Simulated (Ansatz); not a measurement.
Si₃B⁻. Charge -1, multiplicity 1. Geometry PBE0-D4/def2-TZVPD; atoms count from 1.

```csv
atom,x (Å),y (Å),z (Å)
B1,-0.776,0.046,0.048
Si2,-0.384,-0.273,-1.769
Si3,-0.130,0.293,1.803
Si4,1.289,-0.067,-0.081
```

The structure comes from a short search, and lower isomers may exist.

Question: Estimate the Mulliken populations from the PBE0/def2-TZVPD orbitals of Ansatz.

Answer: 
| atom | charge (e) |
| --- | --- |
| B1 | 0.60 |
| Si2 | -0.54 |
| Si3 | -0.54 |
| Si4 | -0.51 |
Mulliken values and Mayer orders depend strongly on the basis. With diffuse functions, as here, like atoms can get unlike values, and bond orders can come out too low or too high.

Question: And the Mayer bond orders between bonded heavy atoms (over 0.3)?

Answer: B1–Si2 0.63 (1.89 Å); B1–Si3 0.63 (1.89 Å); B1–Si4 0.58 (2.07 Å); Si2–Si4 1.02 (2.39 Å); Si3–Si4 1.02 (2.39 Å). Values over 0.3 also appear between atoms too far apart for a bond (Si2–Si3 0.31 at 3.63 Å); they arise where an orbital or an unpaired electron spreads over both atoms.
